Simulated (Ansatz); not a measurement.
Ansatz (a quantum-chemistry and plane-wave program) input (CCSD(T)/def2-TZVPPD):
A basis named .json is the Basis Set Exchange file of that set.

Ansatz 0.2 input:
```yaml
crystal:
  periodic: [false, false, false]
  atoms:
    - {symbol: Ba, position_ang: [0.22286265, 0.11814199, 0.09208405]}
    - {symbol: F, position_ang: [-0.93947669, 1.07912345, -1.54686345]}
    - {symbol: F, position_ang: [-0.44722427, -1.81422916, 0.97389600]}
basis:
  gaussian:
    orbitals: def2-TZVPPD.json
magnetization: {spin_polarized: false}
correlation: {method: ccsd_t, electrons: outside_noble_gas}
```

End of the output:

```
integrals: 0.18 GiB planned
769 factors; integrals over basis functions are off by at most 6.2e-4 eV
mean field: 0.28 GiB planned
mean field evaluation 1: about -6096.6554 eV, gradient 5.5e1 eV
mean field evaluation 2: about -6096.6625 eV, gradient 5.5e1 eV
mean field evaluation 4: about -6101.6549 eV, gradient 1.6e0 eV
mean field evaluation 8: about -6101.6635 eV, gradient 9.6e-2 eV
mean field evaluation 16: about -6098.8375 eV, gradient 4.7e1 eV
mean field -6101.66353416 eV, -224.2319990243 hartree, gradient 1.8e-6 eV, S^2 0.000000; 0 other end points of the search recorded, 0 dependent functions left out
6 core orbitals not correlated, not the lowest: weight in the atoms' cores, before any rotation towards them, 0.872 or more for the frozen orbitals, at most 0.084 for the correlated occupied ones
reference -6101.66353416 eV, -224.2319990243 hartree; 8, 8 occupied and 106, 106 virtual orbitals, 769 factors
second order -15.27658874 eV of doubles, -0.00000000 eV of singles
coupled cluster: 0.40 GiB planned
cycle   1  -14.64209302 eV  change    6.3e-1 eV  update   1.1e-1
cycle   2  -14.96729455 eV  change   -3.3e-1 eV  update   4.1e-2
cycle   3  -15.04829335 eV  change   -8.1e-2 eV  update   1.4e-2
cycle   4  -15.04438257 eV  change    3.9e-3 eV  update   4.5e-3
cycle   5  -15.03809569 eV  change    6.3e-3 eV  update   1.4e-3
cycle   6  -15.03781053 eV  change    2.9e-4 eV  update   5.4e-4
cycle   7  -15.03806774 eV  change   -2.6e-4 eV  update   1.9e-4
cycle   8  -15.03801682 eV  change    5.1e-5 eV  update   6.7e-5
cycle   9  -15.03798235 eV  change    3.4e-5 eV  update   2.4e-5
cycle  10  -15.03798861 eV  change   -6.3e-6 eV  update   7.4e-6
perturbative correction -0.45315355 eV, -0.0166530857 hartree
Total energy: -6117.15467631 eV, -224.8012879982 hartree
```
